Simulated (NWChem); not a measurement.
Species: SbCl2F; SMILES [F][Sb]([Cl])[Cl]

Computed with NWChem. All runs use the structure optimised with PBE0/def2-SVP. No frequency run checked for a minimum. def2 effective core potentials on Sb; no spin-orbit coupling. Ions are spin-unrestricted doublets at the neutral geometry; other ion states weren't tried.

For level PBE0/def2-SVP:

```
Quantity                               Value
-------------------------------------  -----
vertical ionisation energy, ΔSCF (eV)  10.88
−ε(HOMO) (eV)                           8.69
```

Q: What are these values for level PBE/def2-SVP?

A: The vertical ionisation energy, ΔSCF (eV) is 10.47 and the −ε(HOMO) (eV) comes out as 7.40.
